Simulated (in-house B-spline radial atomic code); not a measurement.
A run on an ion of nuclear charge 59 with 59.5 electrons that did not converge. Method: scalar-relativistic (X2C) wB97X, spin-polarised, spherical fractional occupations, Fermi nucleus of rms radius 4.8919 fm; computed with a B-spline radial code for spherical atoms.

Command:
```bash
python run_scf.py task.json out
```
Settings (nuclear radius in fm, mass in u):
```
Z                59
configuration    [Xe] 4f3.5 6s2
hamiltonian      x2c
method           wb97x
spin_polarised   True
nucleus          fermi
rms_radius       4.8919
atomic_mass      140.90766
speed_of_light   137.035999084
```

First and last ten iterations of the last attempt (damped for 15 steps, keeping 80 % of the old Fock matrix, then DIIS):
```
 iter        energy (Eh)    residual
    1       -9226.874464    4.86e-01
    2       -9226.275999    5.40e-01
    3       -9231.631872    3.42e-01
    4       -9234.296532    2.06e-01
    5       -9235.569882    1.25e-01
    6       -9236.154983    7.96e-02
    7       -9236.414458    5.13e-02
    8       -9236.527026    3.09e-02
    9       -9233.365062    1.51e-01
   10       -9236.170603    7.72e-02
  111       -9236.639571    1.32e-03
  112       -9236.639463    1.30e-03
  113       -9236.639502    1.29e-03
  114       -9236.639481    1.18e-03
  115       -9236.639550    1.28e-03
  116       -9236.639588    1.50e-03
  117       -9236.638952    1.90e-03
  118       -9236.638944    1.89e-03
  119       -9236.638645    2.27e-03
  120       -9236.638412    2.82e-03
 not converged after 120 iterations
```

The smallest residual met was 3.0e-04; the threshold is about 6e-07. No energy from this run should be used. Time taken, with all properties: 43 s on 1 thread of Arm Neoverse N1, on a shared host.
